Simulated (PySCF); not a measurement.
Mapped SMILES: `[CH2:1]=[CH:2][CH2:3][C:4]1([OH:5])[CH2:6][CH2:7]1`. Each H is labelled by its parent atom. Ha(C1) is cis to C3; Hb(C1) is trans to C3.

PySCF 2.14.0 with density-fitted response routines calculation with shieldings: GIAO PBE0/pcSseg-1 and structure optimised with GFN2-xTB; single conformer, no solvent model, relativity neglected, rapidly exchanging positions averaged.

**Question.** List the cross peaks expected in HSQC, COSY and HMBC spectra.

**Answer.** 

HSQC (one-bond C–H):
```
                  δH            δC
        6.31 (H(C2))    145.5 (C2)
       5.58 (Ha(C1))    124.8 (C1)
       5.48 (Hb(C1))    124.8 (C1)
        2.28 (H(C3))     48.9 (C3)
0.85 (Hb(C6)/Ha(C7))  14.5 (C6/C7)
0.39 (Ha(C6)/Hb(C7))  14.5 (C6/C7)
```

COSY cross peaks (H two or three bonds apart, from the bond graph; peaks can be absent where the dihedral angle is near 90°):
```
                  δH                    δH
        6.31 (H(C2))         5.58 (Ha(C1))
        6.31 (H(C2))         5.48 (Hb(C1))
        6.31 (H(C2))          2.28 (H(C3))
       5.58 (Ha(C1))         5.48 (Hb(C1))
0.85 (Hb(C6)/Ha(C7))  0.39 (Ha(C6)/Hb(C7))
```

HMBC (two and three bonds, from the bond graph):
```
                  δH                                               δC
        6.31 (H(C2))                 124.8 (C1), 56.2 (C4), 48.9 (C3)
       5.58 (Ha(C1))                            145.5 (C2), 48.9 (C3)
       5.48 (Hb(C1))                            145.5 (C2), 48.9 (C3)
        2.28 (H(C3))  145.5 (C2), 124.8 (C1), 56.2 (C4), 14.5 (C6/C7)
0.85 (Hb(C6)/Ha(C7))               56.2 (C4), 48.9 (C3), 14.5 (C6/C7)
0.39 (Ha(C6)/Hb(C7))               56.2 (C4), 48.9 (C3), 14.5 (C6/C7)
```

Chemical shifts δ = σref − σ; $^{1}$H (σ = 31.72 ppm) and $^{13}$C (σ = 186.93 ppm) against TMS, all at this level.

Short H···H contacts in this conformer between protons four or more bonds apart (candidates for NOE cross peaks, intensity ∝ r⁻⁶): Ha(C1)···H(C3) 2.44 Å, H(C3)···Hb(C7) 2.51 Å.

OH and NH positions are those of a molecule without intermolecular hydrogen bonds; in solution they move with solvent, concentration and temperature, and exchange usually removes their couplings. Shifts are as computed. Against solution values, carbons near 30 ppm lie about +3 ppm off and those near 130 ppm about +5 ppm. Of 1211 compounds with measured shifts, 218 miss one by over three times the rms of a fit or turn the order of signals round; such compounds aren't used in these exercises.
